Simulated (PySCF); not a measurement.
C8H12Si.
Atom-mapped SMILES: `[CH2:1]=[CH:2]/[CH:3]=[CH:4]/[CH:5]=[CH:6]/[CH:7]=[CH:8]/[SiH3:9]` (hydrogens: H10, H11 on C1; H12 on C2; H13 on C3; H14 on C4; H15 on C5; H16 on C6; H17 on C7; H18 on C8; H19, H20, H21 on Si9)

Computed, not measured: PBE0-D3(BJ)/def2-SVP geometry optimisation, gas phase (PySCF).

Problem. Give the optimised bond lengths and angles.

Solution. 
```json
{"bond": "C1=C2", "length (bohr)": "2.539", "order": "double"}
{"bond": "C2–C3", "length (bohr)": "2.730", "order": "single"}
{"bond": "C3=C4", "length (bohr)": "2.560", "order": "double"}
{"bond": "C4–C5", "length (bohr)": "2.716", "order": "single"}
{"bond": "C5=C6", "length (bohr)": "2.562", "order": "double"}
{"bond": "C6–C7", "length (bohr)": "2.727", "order": "single"}
{"bond": "C7=C8", "length (bohr)": "2.555", "order": "double"}
{"bond": "C8–Si9", "length (bohr)": "3.518", "order": "single"}
{"bond": "C1–H10", "length (bohr)": "2.068", "order": "single"}
{"bond": "C1–H11", "length (bohr)": "2.064", "order": "single"}
{"bond": "C2–H12", "length (bohr)": "2.072", "order": "single"}
{"bond": "C3–H13", "length (bohr)": "2.073", "order": "single"}
{"bond": "C4–H14", "length (bohr)": "2.073", "order": "single"}
{"bond": "C5–H15", "length (bohr)": "2.073", "order": "single"}
{"bond": "C6–H16", "length (bohr)": "2.073", "order": "single"}
{"bond": "C7–H17", "length (bohr)": "2.076", "order": "single"}
{"bond": "C8–H18", "length (bohr)": "2.077", "order": "single"}
{"bond": "Si9–H19, Si9–H20, Si9–H21", "length (bohr)": "2.828", "order": "single"}
```

Bonds in one row agree within 0.02 bohr and their mean is given. Orders are formal, as drawn. A selection of angles:
```json
{"angle": "C1–C2–C3", "degrees": "124.3"}
{"angle": "C2–C3–C4", "degrees": "124.2"}
{"angle": "C3–C4–C5", "degrees": "124.2"}
{"angle": "C4–C5–C6", "degrees": "124.4"}
{"angle": "C5–C6–C7", "degrees": "123.8"}
{"angle": "C6–C7–C8", "degrees": "124.9"}
{"angle": "C7–C8–Si9", "degrees": "123.6"}
```

Torsions: C1–C2–C3–C4 180° (antiperiplanar); C2–C3–C4–C5 180° (antiperiplanar); C3–C4–C5–C6 180° (antiperiplanar); C4–C5–C6–C7 180° (antiperiplanar); C5–C6–C7–C8 180° (antiperiplanar); C6–C7–C8–Si9 180° (antiperiplanar).

The 7 C–C bonds span 1.343 Å (C1=C2, drawn double) to 1.445 Å (C2–C3, drawn single), a spread of 0.102 Å. The 9 heavy atoms lie in one plane (0.000 Å rms). Si9 (SiH3 silicon) is tetrahedral (angles from 107.1° to 111.3°). Of the pairs four or more bonds apart, H15···H17 is among the closest relative to their van der Waals radii: 2.44 Å, 101 % of the sum of Bondi's values.

Point group: Cs (every atom within 0.08 Å of its image). Stationary, but not proved a minimum. The numbers are those of one conformer.
